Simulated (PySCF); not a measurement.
**GaH + Cl₂ → GaCl + HCl**

Level: PBE0 in the def2-TZVP basis family, all electrons, no relativity, computed in PySCF with density fitting; open shells unrestricted.

```csv
species,state and structure,ZPE (kJ/mol),H(298 K) − H(0) (kJ/mol),S° (J/(mol K))
GaH,"singlet, C∞v, Ga–H 1.681 Å",9.6,8.7,199.6
Cl₂,"singlet, D∞h, Cl–Cl 1.982 Å",3.5,9.1,222.5
GaCl,"singlet, C∞v, Ga–Cl 2.216 Å",2.2,9.6,239.9
HCl,"singlet, C∞v, H–Cl 1.279 Å",17.9,8.7,186.6
```

Task: Is the gas-phase reaction uphill or downhill in electronic energy at this level, and by how much?

Result: At PBE0/def2-TZVP, ΔE = -378.9 kJ/mol, downhill. 

Task: Add zero-point, thermal and entropy terms for 298.15 K and 1 bar.

Result: ΔZPE = 7.0 and Δ[H(298) − H(0)] = 0.5 kJ/mol give ΔH° = -371.4 kJ/mol. ΔS° = 4.4 J/(mol K), so ΔG° = -371.4 − 298.15 × (0.0044) = -373 kJ/mol.

Only the bonding shown was studied: isomers, or loss of a ligand pair, can lie lower.
